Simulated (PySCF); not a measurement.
PySCF 2.14 output of an unrestricted LDA calculation on a single atom or ion in aug-cc-pCVQZ-DK (10s9p7d5f3g, 134 functions), with the spin-free X2C one-electron Hamiltonian (Gaussian nucleus):

```
SCF conv_tol = 1e-09
number electrons alpha = 9  beta = 5
    P. A. M. Dirac.,  Math. Proc. Cambridge Philos. Soc. 26, 376 (1930)
    F. Bloch.,  Z. Phys. 57, 545 (1929)
    S. H. Vosko, L. Wilk, and M. Nusair.,  Can. J. Phys. 58, 1200 (1980)
cycle= 1 E= -339.78513285239  delta_E= -0.0162  |g|= 0.0484  |ddm|= 3.28
cycle= 2 E= -339.785257248284  delta_E= -0.000124  |g|= 0.0203  |ddm|= 0.603
cycle= 3 E= -339.785234266593  delta_E= 2.3e-05  |g|= 0.0014  |ddm|= 0.144
cycle= 4 E= -339.785230221653  delta_E= 4.04e-06  |g|= 0.00103  |ddm|= 0.0409
cycle= 5 E= -339.785225832543  delta_E= 4.39e-06  |g|= 6.92e-05  |ddm|= 0.0161
cycle= 6 E= -339.785225815621  delta_E= 1.69e-08  |g|= 1.06e-05  |ddm|= 0.00132
cycle= 7 E= -339.785225815166  delta_E= 4.56e-10  |g|= 1.14e-06  |ddm|= 0.000218
converged SCF energy = -339.785225815166  <S^2> = 6.0000443  2S+1 = 5.0000177
```

The run itself started from symmetry-adapted Hartree-Fock orbitals and held the occupation by maximum overlap, on a logarithmic radial grid, so the iterations belong to that start.

Question: Which element, charge and spin multiplicity is this?

Answer: P⁺ (phosphorus, charge +1), multiplicity 5; the state was [Ne] 3s1 3p2 4s1, high-spin 5P determinant (an excited configuration).

The outer electron is Rydberg-like, and this basis confines it to a smaller radius and binds it less than a complete one would.
